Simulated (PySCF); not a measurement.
**Fractional electron number in Pd⁺ (palladium, charge +1)**

The 4d beta orbital of [Kr] 4d9 is emptied in steps (occupation f), with all orbitals relaxed, ending at [Kr] 4d8. All numbers are calculated (PySCF 2.14, scalar relativity through the core potential, in def2-TZVP with the def2 core potential (28 electrons) (6s4p3d1f, 40 functions)). The exact energy is a straight line in f; departures are measured from the line between the end points of the same method.

```tsv
f	BLYP (eV)
1	0.000
0.9	-0.527
0.7	-1.239
0.5	-1.486
0.3	-1.257
0.1	-0.542
0	0.000
```

**Question.** For BLYP, how does the orbital energy at f = 1 compare with the removal energy?

**Answer.** −ε = 13.832 eV against a total-energy difference of 19.660 eV. By Janak's theorem ε = ∂E/∂f, so the gap between them reflects the curvature. Along the path −ε is 14.955 (f = 0.9), 17.252 (f = 0.7), 19.607 (f = 0.5), 22.012 (f = 0.3), 24.460 (f = 0.1) eV.

Reference removal energy between the ground levels: 19.43 ± 0.12 eV (semi-empirical (NIST evaluation); NIST Atomic Spectra Database, ionization energies). The calculation has no spin-orbit coupling. The determinant left behind need not be the lowest term of the ion.
